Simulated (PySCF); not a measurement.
water (H2O), SMILES O. Atoms are numbered in the order given.

```xyz
3

O      0.0000     0.0000    -0.1171
H      0.0000    -0.7613     0.4682
H      0.0000     0.7613     0.4682
```
Charge 0, spin multiplicity 1.

Coordinates come from a PBE0-D3(BJ)/def2-TZVPD optimisation.

These are B3LYP/pcJ-2 (PySCF) values and carry that method's errors.

Isotropic couplings with Fermi-contact, spin-dipole and both spin-orbit terms, one fixed conformer, no vibrational averaging. Isotopes: 1H.

Computed spin–spin coupling constants:
| pair | bonds apart | J (Hz) |
|---|---|---|
| H2–H3 | 2 | -6.8 |
